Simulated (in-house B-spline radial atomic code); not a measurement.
Solving the quasi-particle equation for 5s up of I⁶⁺

Configuration [Kr] 4d10 5s1, highest spin, start PBE, empty levels kept to 294 hartree. Computed with an all-electron radial atomic-structure program (B-spline basis): all electrons, scalar-relativistic (spin-free one-electron X2C), finite nucleus, each spin shell either full or empty, empty states to l = 9 with an (l + 1/2)⁻⁴ tail; G0W0 by contour deformation at full frequency.

At the mean-field level ε = -82.327 eV the matrix elements are Σx = -21.627 eV, v_xc = -17.777 eV and Σc(ε) = -2.529 eV, and the slope of the correlation self-energy is dΣc/dω = -0.0341. The quasi-particle energy solves E = ε + Σx − v_xc + Σc(E).

What does the linearised equation give?

Z = 1/(1 − dΣc/dω) = 1/1.0341 = 0.9670. The first-order shift is Σx − v_xc + Σc(ε) = -21.627 − (-17.777) + (-2.529) = -6.379 eV, so E ≈ ε + Z × shift = -82.327 + 0.9670 × (-6.379) = -88.495 eV.

How does that compare with the full solution and with static screening?

Solving the equation at full frequency dependence gives E = -88.512 eV, where Σc = -2.335 eV and the weight is 0.972; the linearised value is off by 17 meV. Leaving Z out would give -88.706 eV. Static COHSEX puts -4.159 eV in place of Σc and gives -90.336 eV, 1.82 eV deeper.
